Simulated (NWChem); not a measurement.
System: GaNH3OBr; SMILES [OH][Ga]([NH2])[Br]

Here is an NWChem input.

```
start job
memory heap 200 mb stack 900 mb global 1100 mb
geometry units angstroms noautoz
  Ga    -0.043496     0.807979    -0.028856
  Br    -0.003995    -1.480032    -0.017761
  O     -1.596620     1.662678     0.056720
  H     -2.360731     1.079442     0.105182
  N      1.480262     1.745646    -0.117242
  H      1.505899     2.756764    -0.136750
  H      2.395001     1.320036    -0.180145
end
basis spherical
  * library def2-svp
end
dft
  xc hfexch
  iterations 150
  mulliken
end
task dft energy
```

All runs use the structure optimised with PBE0/def2-SVP.

Question: Give the results of this calculation. (Hartree-Fock/def2-SVP.) Quantities: basis functions; energy (Ha); highest occupied level (eV); orbital gap (eV); dipole (D).

Answer: 
* **number of basis functions**: 107
* **energy (Ha)**: -4626.18
* **highest occupied level (eV)**: -11.06
* **orbital gap (eV)**: 13.74
* **dipole (D)**: 1.02
